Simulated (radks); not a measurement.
Values are calculated unless marked as measured or tabulated.
Spin polarisation of the 5d2 shell in Hf. Start: [Xe] 4f14 5d(up 1, down 1) 6s2; electrons of 5d are moved from spin down to spin up, other shells keep equal spins. Level of theory: non-relativistic Kohn-Sham, LDA (Slater exchange, Perdew-Wang correlation), spin-polarised, spherical densities, point nucleus (a radial shooting solver on a logarithmic mesh with Libxc functionals).

| moment (Bohr magnetons) | E - E(0) (eV) | e(5d up) (eV) | e(5d down) (eV) | 6s down minus up (eV) |
|---|---|---|---|---|
| 0 | 0.000 | -3.912 | -3.912 | 0.000 |
| 0.5 | -0.031 | -4.030 | -3.782 | 0.146 |
| 1 | -0.124 | -4.137 | -3.641 | 0.293 |
| 1.5 | -0.279 | -4.233 | -3.487 | 0.442 |
| 2 | -0.497 | -4.318 | -3.321 | 0.593 |

At moment 2 the spin-polarisation energy is -0.497 eV and the 5d exchange splitting 0.997 eV, that is 0.499 eV per Bohr magneton; E = -I m^2/4 would give I = 0.497 eV.
